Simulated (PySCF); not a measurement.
# Energy of S²⁺ (sulfur, charge +2) between two integer charges

The 3p alpha orbital of [Ne] 3s2 3p2 is emptied in steps (occupation f), with all orbitals relaxed, ending at [Ne] 3s2 3p1. Calculation: PySCF 2.14, in def2-SVP (4s3p1d, 18 functions); the non-relativistic Hamiltonian (point nucleus). The exact energy is a straight line in f; departures are measured from the line between the end points of the same method.

```csv
f,UHF (eV),LDA (eV),PBE (eV),PBE0 (eV),r2SCAN (eV),LC-wPBE (eV),BHandHLYP (eV),wB97X (eV),CAM-B3LYP (eV),HSE06 (eV)
1,0.000,0.000,0.000,0.000,0.000,0.000,0.000,0.000,0.000,0.000
0.75,0.099,-1.119,-1.094,-0.797,-1.017,-0.251,-0.514,-0.313,-0.537,-0.874
0.5,0.130,-1.494,-1.454,-1.058,-1.341,-0.328,-0.682,-0.409,-0.713,-1.160
0.25,0.096,-1.121,-1.084,-0.786,-0.989,-0.237,-0.508,-0.298,-0.531,-0.863
0,0.000,0.000,0.000,0.000,0.000,0.000,0.000,0.000,0.000,0.000
```

**Question.** For PBE0, how does the orbital energy at f = 1 compare with the removal energy?

**Answer.** −ε = 30.545 eV against a total-energy difference of 34.810 eV. By Janak's theorem ε = ∂E/∂f, so the gap between them reflects the curvature. Along the path −ε is 32.696 (f = 0.75), 34.838 (f = 0.5), 36.942 (f = 0.25) eV.

```tsv
method	E(f=0) − E(f=1) (eV)	−ε at f=1 (eV)	−ε at f=0.5 (eV)
UHF	34.073	34.610	34.065
LDA	34.815	28.864	34.809
PBE	34.785	28.948	34.810
PBE0	34.810	30.545	34.838
r2SCAN	34.937	29.478	35.009
LC-wPBE	34.952	33.592	34.987
BHandHLYP	34.648	31.901	34.663
wB97X	34.653	32.963	34.696
CAM-B3LYP	34.791	31.919	34.807
HSE06	34.800	30.126	34.828
```

Reference removal energy between the ground levels: 34.86 ± 0.04 eV (semi-empirical (NIST evaluation); NIST Atomic Spectra Database, ionization energies). The calculation has no spin-orbit coupling. UHF lacks correlation.
